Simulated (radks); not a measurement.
Cu+, 28 electrons, occupied as [Ne] 3s2 3p5 3d10 4f1 (not the ground configuration).

All-electron calculation, scalar-relativistic Kohn-Sham, Wu-Cohen GGA, spin-polarised, spherical densities, finite nucleus; open shells are filled with parallel spins first; Fermi nuclear charge, rms radius 3.8823 fm. Program: a radial shooting solver on a logarithmic mesh with Libxc functionals.

Energy parts (eV):
| part | energy |
|---|---|
| total | -44924.901 |
| kinetic | 45593.354 |
| electron-nucleus | -107590.169 |
| Hartree | 18876.504 |
| exchange-correlation | -1804.590 |

Orbitals (lengths in bohr, moments of r in powers of bohr):
1s up: occ. 1; eigenvalue (eV) -8876.805; <r> 0.05215
1s down: occ. 1; eigenvalue (eV) -8876.211; <r> 0.05214
2s up: occ. 1; eigenvalue (eV) -1086.385; <r> 0.2352
2s down: occ. 1; eigenvalue (eV) -1085.902; <r> 0.2352
2p up: occ. 3; eigenvalue (eV) -941.8877; <r> 0.2063
2p down: occ. 3; eigenvalue (eV) -941.2221; <r> 0.2063
3s up: occ. 1; eigenvalue (eV) -138.5211; <r> 0.7087
3s down: occ. 1; eigenvalue (eV) -136.9352; <r> 0.7102
3p up: occ. 3; eigenvalue (eV) -95.9524; <r> 0.7422
3p down: occ. 2; eigenvalue (eV) -94.4397; <r> 0.7448
3d up: occ. 5; eigenvalue (eV) -27.6327; <r> 0.9042
3d down: occ. 5; eigenvalue (eV) -26.4846; <r> 0.9192
4f up: occ. 1; eigenvalue (eV) -2.5882; <r> 8.682

The highest occupied level is 4f up at -2.588 eV. The spin density at the nucleus is 0.0572 e/bohr^3 (1s -0.7257, 2s 0.1568, 3s 0.6261). Summed over all electrons, <r^2> = 98.61 bohr^2, which gives a Langevin (diamagnetic) susceptibility term of -78.1 x 10^-6 cm^3/mol. The density falls to 0.001 e/bohr^3 at r = 2.95 bohr.

Empty levels of this run are not shown, since the potential may be unsettled where no density lies.
